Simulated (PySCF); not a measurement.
Job for PySCF: R-B3LYP/6-31G* on HCl (SMILES Cl) with ghost functions, monomers drawn apart or pushed together.

```python
from pyscf import gto, scf, dft, mp
from pyscf.data.elements import chemcore

mol = gto.M(
    atom='''
    Cl   -0.15233745   -0.05620710    0.44346865
    H     0.14962411    0.49239252    1.58775990
    ghost-C   -0.34370513   -0.01504512    3.81590757
    ghost-O    0.27461029    0.82917258    3.21965201
    ghost-H   -0.40868515   -0.00568843    4.91676392
    ghost-H   -0.86882367   -0.82972176    3.28804624
    ''',
    basis='6-31g*',
    cart=True,
    charge=0, spin=0, verbose=3, max_memory=1800)
mf = dft.RKS(mol, xc='b3lyp')
mf.conv_tol = 1e-8
mf.max_cycle = 100
mf.kernel()
if not mf.converged:
    mf = mf.newton().run(mf.mo_coeff, mf.mo_occ)
```

The log:

```
converged SCF energy = -460.796356345177
```

The calculation finished and met its thresholds.

Cost: roughly 2.4 core-seconds.
